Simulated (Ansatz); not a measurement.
Species: H3ClSi, SMILES `Cl[SiH3]` (charge 0, multiplicity 1), formula H3ClSi.

Question: How many basis functions does frozen-core CCSD(T)/def2-TZVPP // r2SCAN-D4/def2-TZVP (Ansatz, an electronic-structure program) use, how many core orbitals are frozen, and how many electrons are correlated?

Answer: 126 basis functions and 10 frozen orbitals, which leaves 14 correlated electrons. Core time is of the order of seconds.
